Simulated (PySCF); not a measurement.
Compound: GeCl3(OiPr), C₃H₇Cl₃GeO.
Structure used (PBE0-D3(BJ)/def2-SVP), in Å, numbered top down from 1:
```xyz
15
C3H7Cl3GeO angstrom
Ge     1.190    1.026    1.637
Cl     1.169    0.794    3.747
Cl     3.201    0.887    0.939
Cl     0.456    2.958    1.087
O      0.173   -0.222    0.974
C     -0.537   -0.093   -0.265
C     -1.565   -1.203   -0.281
C      0.420   -0.150   -1.440
H     -1.058    0.882   -0.271
H     -1.068   -2.185   -0.265
H     -2.188   -1.138   -1.185
H     -2.219   -1.134    0.601
H      1.131    0.690   -1.423
H      0.994   -1.089   -1.420
H     -0.133   -0.099   -2.390
```

Lines to be assigned: C 1s: 290.89 (area 2), 292.58 (area 1) eV; O 1s: 538.25 eV; Cl 1s: 2828.88 eV; Cl 2p3/2: 206.29 eV.

Theory: delta-SCF UKS SCAN, pcX-2 on the ionised atom, pcseg-1 elsewhere, spin-free X2C (PySCF 2.14.0). Geometry: PBE0-D3(BJ)/def2-SVP, one conformer, isolated molecule.

(1) Order the carbon atoms by C 1s binding energy.

Results:

(1) 290.89 eV: C7/C8 (carbon bonded to C and 3 H); 292.58 eV: C6 (carbon bonded to 2 C, O and H). Lowest listed C 1s: C7/C8, bonded to C and 3 H. Highest, 1.69 eV above it: C6, bonded to O, 2 C and H.

Bonded neighbours of each site: Cl2/Cl3/Cl4: Ge; O5: C and Ge; C6: O, 2 C and H; C7/C8: C and 3 H.

**Question.** Which photon energy gives electrons from C 1s of C6 a kinetic energy of 20 eV, and what is their de Broglie wavelength?

**Answer.** hν = 292.58 + 20 = 312.58 eV, recoil neglected; λ = 12.264 Å/√(E/eV) = 2.74 Å.

Topologically equivalent atoms share the value of their first member; where this conformer doesn't relate them by symmetry, their own values could differ. For 2p shells one spin-free hole was relaxed; a mean-field spin–orbit operator and the ground-state splitting of the three 2p orbitals were then diagonalised within the shell. The shell's mean is (2 × 2p3/2 + 2p1/2)/3, and the degeneracies 2j + 1 give areas of 2:1. 2p1/2 minus 2p3/2 (ligand field included): Cl 1.65 eV. No level of germanium is listed.
